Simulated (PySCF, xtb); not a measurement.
FH5OSi3, SMILES F[SiH]1[SiH2]O[SiH2]1.

GFN2-xTB (xtb) at its own geometry gives an orbital gap of 3.49 eV and a dipole moment of 1.21 D.

Coordinates come from a PBE-D3(BJ)/def2-SVP optimisation. This is a generated structure with no PubChem entry under its InChIKey; it may be hypothetical.

Q: What does r2SCAN/def2-TZVP in PySCF give? (Estimate from the structure and the level; the computed values follow.)

A: gap 4.60 eV (levels -6.67 and -2.07 eV), dipole 0.75 D.
